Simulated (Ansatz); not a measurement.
Program: Ansatz 0.2.0.

A structure relaxed at PBE0-D4/def2-TZVP, charge 0, multiplicity 1:

```xyz
10

N     0.3200    0.0944   -1.5918
Si   -0.5556   -0.3953   -0.2332
F    -0.6253   -1.9895   -0.0465
C     0.2754    0.1992    1.3363
Cl    0.2247    1.9797    1.4325
H     1.3241    0.0951   -1.6424
H    -0.1105    0.2400   -2.4881
H    -1.9472    0.0801   -0.3713
H    -0.2273   -0.1952    2.2200
H     1.3218   -0.1083    1.3844
```

Q: Give its formula and SMILES.

A: CH5ClFNSi, `N[SiH](F)CCl`.

Q: Summarise the bond lengths by kind.

A: 1 × N–Si 1.689 Å; 2 × H–N 1.005 Å; 1 × F–Si 1.607 Å; 1 × C–Si 1.873 Å; 1 × H–Si 1.477 Å; 1 × C–Cl 1.784 Å; 2 × C–H 1.091 to 1.092 Å.
